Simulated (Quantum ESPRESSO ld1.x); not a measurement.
Q: Radial electron density D(r) = 4 pi r^2 rho(r) of an atom or ion with 17 electrons. All-electron calculation, scalar-relativistic Kohn-Sham, relativistic LDA (MacDonald-Vosko exchange, VWN5 correlation), spin-unpolarised, spherical densities, point nucleus. Program: ld1.x of Quantum ESPRESSO 7.5.

```
   r/bohr * D(r) (the largest magnitude, 41.9, reaches the edge; | marks zero)
 0.006466 |        *
  0.00729 |          *
  0.00822 |             *
 0.009342 |               *
  0.01053 |                  *
  0.01188 |                     *
   0.0135 |                         *
  0.01522 |                             *
  0.01716 |                                 *
   0.0195 |                                    *
  0.02199 |                                        *
  0.02479 |                                           *
  0.02818 |                                             *
  0.03177 |                                               *
  0.03582 |                                               *
  0.04071 |                                               *
   0.0459 |                                             *
  0.05176 |                                           *
  0.05882 |                                        *
  0.06632 |                                       *
  0.07478 |                                      *
  0.08499 |                                       *
  0.09583 |                                          *
    0.108 |                                             *
   0.1228 |                                                  *
   0.1385 |                                                     *
   0.1561 |                                                      *
   0.1774 |                                                    *
      0.2 |                                               *
   0.2256 |                                       *
   0.2564 |                              *
    0.289 |                       *
   0.3259 |                  *
   0.3704 |                *
   0.4176 |                 *
   0.4709 |                  *
   0.5352 |                  *
   0.6034 |                 *
   0.6803 |              *
   0.7732 |         *
   0.8718 |     *
   0.9829 |  *
    1.117 | *
     1.26 |*
     1.42 *
    1.614 *
     1.82 *
    2.052 *
    2.332 *
     2.63 *
    2.965 *
```

What is the nuclear charge?

A: Z = 30. The innermost maximum, from 1s, lies near gamma/Z bohr with gamma = sqrt(1 - (Z/c)^2) = 0.976, here 0.0325 bohr (found: 0.0353), and its height grows with Z. The density is that of the zinc ion Zn13+ in [Ne] 3s1.75 3p5 4s0.25; the configuration itself is not fixed sharply by these data, and Z only to about a unit. D(r) has 3 maxima, at r = 0.0353, 0.155, 0.518 bohr, and minima at 0.0748, 0.376 bohr, inside which lie 2.09, 10.44 electrons.
